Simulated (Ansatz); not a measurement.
Two shapes of singlet Na₄Cl₄.

Shape 1:

```xyz
8

Na   -1.3100   -1.3100   -1.3100
Cl   -1.3100   -1.3100    1.3100
Cl   -1.3100    1.3100   -1.3100
Na   -1.3100    1.3100    1.3100
Cl    1.3100   -1.3100   -1.3100
Na    1.3100   -1.3100    1.3100
Na    1.3100    1.3100   -1.3100
Cl    1.3100    1.3100    1.3100
```

Shape 2:

```xyz
8

Na   -1.2485   -1.1828   -1.1938
Cl   -1.4177   -1.4514    1.4073
Cl   -1.3969    1.3877   -1.3567
Na   -1.1709    1.2182    1.2399
Cl    1.3716   -1.3818   -1.4352
Na    1.2565   -1.1949    1.2252
Na    1.2285    1.1964   -1.2559
Cl    1.4303    1.3658    1.4226
```

Basis set: cc-pVDZ (spherical functions). Frozen core: 24 orbitals. Charge 0, multiplicity 1.

Computed with Ansatz (development build ahead of 0.2.0); each method stands on the lowest determinant of its kind that the runs found.

Problem. Which shape is lower in energy, and by how much in each method?

Solution.

```tsv
method	E(2) − E(1) (eV)
RHF	-0.287
RHF-MP2	-0.261
```

Shape 2 is lower.
